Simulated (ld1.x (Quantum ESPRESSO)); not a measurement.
## Which change was made? (Si, ultrasoft)

```json
{"Element": "Si (Z = 14)", "Generator": "ld1.x (Quantum ESPRESSO) 7.5", "Type": "ultrasoft", "Functional": "PBE", "Relativity": "non-relativistic", "Frozen core": "[Ne]", "Valence charge": "4", "Reference configuration": "3s1.5 3p2.5", "Partial waves": "3s (bound): rcut 1.85, rcutus 2.15 bohr; 3s channel at 0.3 Ry: rcut 1.85, rcutus 2.15 bohr; 3p (bound): rcut 1.85, rcutus 2.15 bohr; 3p channel at 0.75 Ry: rcut 1.85, rcutus 2.15 bohr; 3d channel at -0.05 Ry: rcut 1.70, rcutus 1.95 bohr; 3d channel at 0.8 Ry: rcut 1.70, rcutus 1.95 bohr", "Local potential": "all-electron potential smoothed inside 1.85 bohr (lloc = -1)", "Core correction": "Bessel-smoothed model core inside 1.65 bohr", "Augmentation charge": "built from norm-conserving waves at rcut, not smoothed further"}
```

Cutoffs, loose and tight: the cutoffs (Ry, on a coarse ladder) from which the occupation-weighted sum of valence levels, in a spherical-Bessel basis at the reference potential, stays within 10 and 1 mRy of its value at 400 Ry. They do not see the model core or the augmentation charge, which bear on the density cutoff. Test errors are all-electron minus pseudo excitation energies from the reference, over the configurations 3s2 3p2; 3s2 3p1; 3s2 3p0; 3s1 3p2; 3s2 3p1.5; 3s2 3p2.3; 3s1 3p0; variants that change the core or the reference have their own tests.

The base gives: outcome: generated; cutoff, loose: 8 Ry; cutoff, tight: 15 Ry; bound ghosts: none; largest test error (meV): +81.

Q: After one change the result is: outcome: generated; cutoff, loose: 6 Ry; cutoff, tight: 8 Ry; bound ghosts: none; largest test error (meV): +81. Which change was it?
A. core [He], valence charge 12; reference 2s2 2p6 3s1 3p3; waves now 2s (bound): rcut 0.80, rcutus 1.05 bohr; 3s (bound): rcut 0.80, rcutus 1.05 bohr; 2p (bound): rcut 1.00, rcutus 1.25 bohr; 3p (bound): rcut 1.00, rcutus 1.25 bohr; 3d channel at -0.05 Ry: rcut 1.25, rcutus 1.30 bohr; local potential all-electron potential smoothed inside 1.20 bohr (lloc = -1); core correction none
B. waves 3p (bound): rcut 1.85, rcutus 3.00 bohr; 3p channel at 0.75 Ry: rcut 1.85, rcutus 3.00 bohr
C. core correction Bessel-smoothed model core inside 2.18 bohr
D. all radii but the core radius scaled by about 0.84 (s 1.82, p 1.82, d 1.64 bohr, rcut 1.56/1.56/1.44); local potential all-electron potential smoothed inside 1.56 bohr (lloc = -1)

A: B. The others give: all radii but the core radius scaled by about 0.84 (s 1.82, p 1.82, d 1.64 bohr, rcut 1.56/1.56/1.44); local potential all-electron potential smoothed inside 1.56 bohr (lloc = -1) → outcome: generated; cutoff, loose: 8 Ry; cutoff, tight: 12 Ry; bound ghosts: none; largest test error (meV): +63 | core [He], valence charge 12; reference 2s2 2p6 3s1 3p3; waves now 2s (bound): rcut 0.80, rcutus 1.05 bohr; 3s (bound): rcut 0.80, rcutus 1.05 bohr; 2p (bound): rcut 1.00, rcutus 1.25 bohr; 3p (bound): rcut 1.00, rcutus 1.25 bohr; 3d channel at -0.05 Ry: rcut 1.25, rcutus 1.30 bohr; local potential all-electron potential smoothed inside 1.20 bohr (lloc = -1); core correction none → outcome: generated, misses its reference levels by 10.57 eV; bound ghosts: not determined; largest test error (meV): -13320 over the solved tests; 1 of 7 tests not solved or not reliable | core correction Bessel-smoothed model core inside 2.18 bohr → outcome: generated; cutoff, loose: 8 Ry; cutoff, tight: 15 Ry; bound ghosts: none; largest test error (meV): +24.
